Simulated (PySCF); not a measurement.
A GIAO shielding run with PySCF (density fitting, non-relativistic, gas phase) on SMILES COC[C@]([SiH3])(C#N)C=O, C₅H₉NO₂Si:

```
$ OMP_NUM_THREADS=1 python probes_run.py task.json out

{"job": {"kind": "nmr", "xc": "PBE0", "basis": "pcSseg-1"}, "charge": 0, "multiplicity": 1}
C      2.548450     0.551813    -0.304178
O      1.218941     0.264313     0.051929
C      0.525454    -0.567041    -0.848010
C     -0.918403    -0.550607    -0.375785
Si    -1.050056     1.085422     0.709492
C     -1.194287    -1.634437     0.512944
N     -1.377940    -2.511204     1.224473
C     -1.938173    -0.416979    -1.439996
O     -3.114204    -0.626588    -1.323495
H      2.595962     1.077308    -1.265161
H      2.949451     1.188842     0.480965
H      3.140825    -0.367060    -0.370254
H      0.955869    -1.579573    -0.848371
H      0.595869    -0.164280    -1.871074
H     -0.334792     0.893394     1.958510
H     -2.486628     1.212017     0.962780
H     -0.608713     2.191033    -0.134372
H     -1.516385    -0.040054    -2.396815
```

Hardware: 1 thread of an Arm Neoverse V1, shared host. The job also computes population analyses, field gradients.

Question: How large is the calculation?

Answer: 76 electrons, 205 basis functions and 1080 auxiliary functions.

Question: How long does it take, and how much memory does it need?

Answer: 69 s of wall time, with 16 SCF cycles and 5 response iterations; peak memory 0.92 GiB. Times on a shared host scatter by some tens of per cent.
